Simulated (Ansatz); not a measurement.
Harmonic frequencies (cm⁻¹) at PBE0-D4/def2-TZVP from Ansatz: 33, 82, 142, 200, 276, 320, 405, 553, 639, 712, 767, 828, 863, 902, 934, 951, 966, 1008, 1206, 2225, 2229, 2247, 2308, 3598.

Each molecule was computed in one conformer, which needn't be the lowest.

Problem. Which molecule is it?
A. `N[Si](F)([SiH3])Cl`
B. `F[SiH](Cl)N[SiH3]`
C. `F[SiH2]N[SiH2]Cl`
D. `B[Si](O)(O)F`

Solution. B.
